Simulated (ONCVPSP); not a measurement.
**titanium (Ti): one change to an ONCV potential, before and after**

ONCVPSP 4.0.1 input, shortened (lines: element, Z, core and valence counts, functional; n l f; lmax; l rc ep ncon nbas qcut; lloc lpopt rc5 dvloc0; l nproj debl; icmod fcfact rcfact), revPBE, scalar-relativistic:

```
  Ti 22.00    5    2  -102130      upf
    1    0    2.00
    2    0    2.00
    2    1    6.00
    3    0    2.00
    3    1    6.00
    3    2    2.00
    4    0    2.00
    2
    0    2.95    0.00    4    8    1.80
    1    3.15    0.09    4    7    3.00
    2    2.05    0.00    4    9    7.60
    4    5    1.65    0.00
    0    2    3.90
    1    1    2.90
    2    2    3.00
    3    2.75    1.00
```

In the p channel the program set the typed energies aside and used 0.050 Ha.

All-electron outer shells of the reference configuration (revPBE, scalar-relativistic, ld1.x):

```tsv
shell	level (eV)	outermost node (bohr)	outermost maximum (bohr)
3p	-38.88	0.37	0.90
4s	-4.43	1.24	2.96
3d	-4.21	–	0.98
```

Change: core correction Teter function, fcfact 2.75, rcfact 1.24.

Cutoffs: the cutoffs (Ha) at which the residual kinetic energy of the hardest occupied pseudo-wave falls to 1 and 0.1 mHa per electron; they do not see the model core or the augmentation charge, which bear on the density cutoff. Errors are all-electron minus pseudo energies relative to the spin-unpolarised reference configuration.

Q: Predict the effect on cutoff, ghosts and configuration errors.

A: The potential gets neither clearly harder nor softer (22 Ha and 25 Ha → 22 Ha and 25 Ha); of the 4 tests that both files solve, the error grows in 1 and shrinks in 3 by more than 15 % and 0.3 meV (median size 111.3 → 75.5 meV); neither file shows a bound ghost. A model core, the more so a compact one, raises the density cutoff, which this test does not measure.

| quantity | base | changed |
| --- | --- | --- |
| cutoff, loose | 22 Ha | 22 Ha |
| cutoff, tight | 25 Ha | 25 Ha |
| bound ghosts | none | none |
| GHOST(+) flags under 300 eV | p at 18.2 eV, s at 62.9 eV | p at 18.2 eV, s at 62.9 eV |
| error for 3d2 4s1, meV [ΔE 7.28 eV] | +0.8 | +4.3 |
| error for 3d2 4s0, meV [ΔE 20.71 eV] | +169 | +119 |
| error for 3d1 4s0, meV [ΔE 47.57 eV] | +270 | +116 |
| error for 3d3 4s0, meV [ΔE 7.29 eV] | +53 | +35 |
| s: phases at 3.00 bohr within 0.05 rad from the reference energy up to (Ha; the scan ends near 5) | 0.9 | 0.9 |
| p: phases at 3.20 bohr within 0.05 rad from the reference energy up to (Ha; the scan ends near 5) | n/a | n/a |
| d: phases at 2.08 bohr within 0.05 rad from the reference energy up to (Ha; the scan ends near 5) | to the end of the scan | to the end of the scan |
| rms error of d²Exc/dni dnj with the model core, mHa | 18.72 | 16.95 |
